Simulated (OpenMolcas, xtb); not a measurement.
## GaHClO (SMILES [O][GaH][Cl]): the electronic atomisation energy, rung by rung

The species is GaHClO (4 atoms), meant as a doublet with charge 0. As SMILES, `[O][GaH][Cl]`. The shape is that of a PBE0-D4/def2-TZVP optimisation.

Each level gives the electronic atomisation energy (eV). The values are calculated. Electronic energies at fixed atoms, without zero-point motion or spin-orbit coupling.

```
             level             kind     program  value (eV)  CPU time (all runs)
          GFN0-xTB   semi-empirical         xtb       16.01            under 2 s
     UHF/def2-SVPD     Hartree–Fock  OpenMolcas        7.02                 40 s
  USVWN5/def2-SVPD              LDA  OpenMolcas       11.79                 53 s
U-revPBE/def2-SVPD              GGA  OpenMolcas        9.66                 65 s
U-r2SCAN/def2-SVPD         meta-GGA  OpenMolcas       10.28              1.7 min
   UTPSS/def2-SVPD         meta-GGA  OpenMolcas       10.17                 84 s
  UB3LYP/def2-SVPD    global hybrid  OpenMolcas        9.68                 71 s
 UM06-2X/def2-SVPD  hybrid meta-GGA  OpenMolcas       10.01              1.9 min
```

All-electron rows without a relativistic Hamiltonian named are non-relativistic. The values span 7.02 to 16.01 eV. The xTB rows lack spin polarisation, so open shells miss the exchange term that lowers them. CPU times are rough (shared hosts, several kinds of processor): they show what a rung costs within a factor of a few.
